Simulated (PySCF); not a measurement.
## Al: excitation energy

Al [Ne] 3s2 3p1 (2P) → Al [Ne] 3s1 3p2 (4P), as a difference of total energies. Calculation: PySCF 2.14, in def2-QZVPPD; the non-relativistic Hamiltonian (point nucleus). Correlated levels: valence: [Ne] frozen; valence and next inner shell: 1s2 frozen. The calculations carry no spin-orbit coupling.

```
                                method  excitation energy (cm⁻¹)
                                   UHF                     19253
                                   LDA                     29540
                                   PBE                     28702
                                  PBE0                     27698
                                r2SCAN                     25561
                                 B3LYP                     30628
                               wB97X-V                     29008
                                 wB97X                     29069
                             BHandHLYP                     30153
                         MP2 (valence)                     25567
                     SCS-MP2 (valence)                     28144
    MP2 (valence and next inner shell)                     26898
SCS-MP2 (valence and next inner shell)                     29169
```

Errors of the correlated levels include the incompleteness of this basis and the frozen core.

For comparison: 29022 cm⁻¹ (measured; NIST levels, between the centres of gravity of the two terms).
